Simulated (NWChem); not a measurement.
System: CH4CdOS; SMILES C[O][Cd][SH]

NWChem input:

```
start job
memory heap 200 mb stack 900 mb global 1100 mb
geometry units angstroms noautoz
  Cd    -0.335794    -0.581700     0.445789
  O     -0.582612     1.395061     0.391654
  C     -1.773672     1.976599    -0.080360
  H     -2.680580     1.716342     0.520673
  H     -1.667260     3.085396    -0.024022
  H     -2.009886     1.736413    -1.147286
  S      0.100273    -2.888209     0.492290
  H      0.651638    -2.862437    -0.755798
end
basis spherical
  Cd library def2-svp
  O library def2-svp
  C library def2-svp
  H library def2-svp
  S library def2-svp
end
ecp
  Cd library def2-ecp
end
dft
  xc xperdew91 perdew91
  iterations 150
  mulliken
end
task dft energy
```

Output (shortened):

```
             Northwest Computational Chemistry Package (NWChem) 7.3.0
             --------------------------------------------------------

 C1  symmetry detected

                             Geometry "geometry" -> ""
                             -------------------------

 Output coordinates in angstroms (scale by  1.889725989 to convert to a.u.)

  No.       Tag          Charge          X              Y              Z
 ---- ---------------- ---------- -------------- -------------- --------------
    1 Cd                  48.0000     0.11393695     0.03689153    -0.02395794
    2 O                    8.0000     0.46248903    -1.92391456     0.04804677
    3 C                    6.0000    -0.58518266    -2.86141493    -0.00749306
    4 H                    1.0000    -1.17321335    -2.83606727    -0.95882575
    5 H                    1.0000    -0.14356886    -3.88324943     0.06149805
    6 H                    1.0000    -1.32001585    -2.77825644     0.83210346
    7 S                   16.0000    -0.17390939     2.36700382    -0.02862059
    8 H                    1.0000    -0.23844129     2.41452438     1.33371882

 Effective nuclear repulsion energy (a.u.)     428.6468152858

 Summary of "ao basis" -> "ao basis" (spherical)
 ------------------------------------------------------------------------------
       Tag                 Description            Shells   Functions and Types
 ---------------- ------------------------------  ------  ---------------------
 Cd                         def2-svp                11       31   5s3p2d1f
 O                          def2-svp                 6       14   3s2p1d
 C                          def2-svp                 6       14   3s2p1d
 H                          def2-svp                 3        5   2s1p
 S                          def2-svp                 8       18   4s3p1d

            General Information
            -------------------
          SCF calculation type: DFT
          Wavefunction type:  closed shell.
          No. of atoms     :     8
          No. of electrons :    54
           Alpha electrons :    27
            Beta electrons :    27
          Charge           :     0
          Spin multiplicity:     1
          Use of symmetry is: off; symmetry adaption is: off
          Maximum number of iterations: 150
          AO basis - number of functions:    97
                     number of shells:    43
          Convergence on energy requested:  1.00D-06
          Convergence on density requested:  1.00D-05
          Convergence on gradient requested:  5.00D-04

              XC Information
              --------------
                 Perdew 1991   Exchange Functional  1.000
                Perdew 1991 Correlation Functional  1.000 non-local
            Perdew 1991 LDA Correlation Functional  1.000 local

             Grid Information
             ----------------
          Grid used for XC integration:  medium
          Radial quadrature: Mura-Knowles
          Angular quadrature: Lebedev.
          Tag              B.-S. Rad. Rad. Pts. Rad. Cut. Ang. Pts.
          ---              ---------- --------- --------- ---------
          Cd                  1.55      123          11.0       590
          O                   0.60       49          12.0       434
          C                   0.70       49          13.0       434
          H                   0.35       45          14.0       434
          S                   1.00       88          14.0       590
          Grid pruning is: on
          Number of quadrature shells:   489
          Spatial weights used:  Erf1

      Superposition of Atomic Density Guess
      -------------------------------------

 Sum of atomic energies:        -703.63408490

      Non-variational initial energy
      ------------------------------

 Total energy =    -679.551360
 1-e energy   =   -1440.918718
 2-e energy   =     541.170567
 HOMO         =      -0.310974
 LUMO         =      -0.063188

     ---------------------------------------------
      Total Density - Mulliken Population Analysis
     ---------------------------------------------

    Atom       Charge   Shell Charges
 -----------   ------   -------------------------------------------------------
    1 Cd  20    18.97  -0.37  1.62  0.74  0.53  0.25  5.95  0.17  0.09  9.11  0.87  0.00
    2 O    8     9.01   1.99  1.11  0.74  3.08  2.09  0.01
    3 C    6     5.89   1.99  0.92  0.23  1.83  0.87  0.05
    4 H    1     0.93   0.69  0.22  0.02
    5 H    1     0.94   0.69  0.22  0.02
    6 H    1     0.93   0.69  0.22  0.02
    7 S   16    16.53   2.00  1.99  1.21  0.65  5.94  1.79  2.93  0.02
    8 H    1     0.79   0.57  0.19  0.03

   convergence    iter        energy       DeltaE   RMS-Dens  Diis-err
 ---------------- ----- ----------------- --------- --------- ---------
 d= 0,ls=0.0,diis     1   -681.3654788320 -9.02D+02  3.49D-02  8.36D-01
 d= 0,ls=0.0,diis     2   -679.5700008713  1.80D+00  2.81D-02  1.44D+01
 d= 0,ls=0.0,diis     3   -681.4462952444 -1.88D+00  8.31D-03  1.86D-01
 d= 0,ls=0.0,diis     4   -681.4536085882 -7.31D-03  3.98D-03  1.56D-01
 d= 0,ls=0.0,diis     5   -681.4793058323 -2.57D-02  6.29D-04  3.72D-03
  Resetting Diis
 d= 0,ls=0.0,diis     6   -681.4796610815 -3.55D-04  2.50D-04  5.60D-04
 d= 0,ls=0.0,diis     7   -681.4797399174 -7.88D-05  1.09D-04  2.27D-05
 d= 0,ls=0.0,diis     8   -681.4797355692  4.35D-06  7.91D-05  5.35D-05
 d= 0,ls=0.0,diis     9   -681.4797424147 -6.85D-06  2.39D-05  7.74D-06
 d= 0,ls=0.0,diis    10   -681.4797431338 -7.19D-07  6.46D-06  7.94D-07

         Total DFT energy =     -681.479743133759
      One electron energy =    -1442.884341867364
           Coulomb energy =      597.810573423889
    Exchange-Corr. energy =      -56.602765524172
 Nuclear repulsion energy =      220.196790833888

 Numeric. integr. density =       53.999990549103

                       DFT Final Molecular Orbital Analysis
                       ------------------------------------

[...]
```

Level: PW91/def2-SVP with def2 effective core potentials on Cd. Structure relaxed at the PBE-D3(BJ)/def2-SVP level. def2 effective core potentials on Cd; no spin-orbit coupling.
